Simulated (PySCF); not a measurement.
Vertical excitations of a molecule C3H4FNSSi from TDA-B3LYP/def2-SVPD run with PySCF, as energy in eV (oscillator strength): 5.30 (0.000), 5.55 (0.000), 5.69 (0.065), 6.21 (0.018), 6.41 (0.034), 6.41 (0.001), 6.51 (0.005), 6.53 (0.000), 7.08 (0.441), 7.15 (0.000). Lowest triplet (TDA): 3.80 eV. Geometry optimised at ωB97X-D3(BJ)/def2-SVP. One conformer was computed; it need not be the lowest.

Q: Identify the compound among the candidates.
A. Fc1ncsc1[SiH3]
B. Fc1csc([SiH3])n1
C. Fc1cnc([SiH3])s1
D. Fc1scnc1[SiH3]

A: D, Fc1scnc1[SiH3]
